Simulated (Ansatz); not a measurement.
Basis-set extrapolation for C2H5F3Si, SMILES `C[SiH2]C(F)(F)F` (PBE0-D4/def2-TZVP geometry, frozen core, the Gaussian-basis code of Ansatz). Multiplicity 1, RHF reference.

|  | def2-TZVPP | def2-QZVPP |
| --- | --- | --- |
| HF | -666.084709 | -666.110169 |
| MP2 correlation | -1.203998 | -1.308252 |
| CCSD(T) correlation | -1.280435 | not run |

Energies in hartree. Use E(X) = E(∞) + A·exp(−7.88·√X) for Hartree–Fock and E(X) = E(∞) + B·X^(−2.97) for correlation, with X = 3 and 4, and add CCSD(T) minus MP2 of the smaller set to the MP2 limit.

Problem. What is the CCSD(T) energy at the basis-set limit?

Solution. HF limit: -666.110169 + (-0.025460) × 0.13774 = -666.11368. MP2 limit: -1.308252 + (-0.104254) × 0.74074 = -1.38548. Higher-order term: -1.280435 − (-1.203998) = -0.07644. Total: -667.57560 hartree, 552.6 kJ/mol below CCSD(T)/def2-TZVPP.
